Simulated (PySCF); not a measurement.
**Working out the excitation energy of N(2+)**

N(2+) [He] 2s2 2p1 (2P) → N(2+) [He] 2s2 3s1 (2S). All numbers are calculated (PySCF 2.14, the spin-free X2C one-electron Hamiltonian (Gaussian nucleus), in x2c-TZVPPall with one added diffuse shell each of s, p, d type (6s4p3d1f, 40 functions)). Frozen: nothing. Energies in hartree (1 hartree = 27.21139 eV):

```csv
part,N(2+) (lower),N(2+) (upper)
UHF,-52.848345,-51.832779
CCSD correlation,-0.099226,-0.109780
(T),-0.001209,-0.002163
```

Task: What does Hartree-Fock give?

Result: (-51.832779) − (-52.848345) = 1.015566 hartree = 27.635 eV.

Task: What do CCSD and CCSD(T) give?

Result: The CCSD correlation energies differ by -0.010554 hartree = -0.287 eV and the triples by -0.000954 hartree = -0.026 eV, so CCSD gives 27.348 eV and CCSD(T) 27.322 eV.
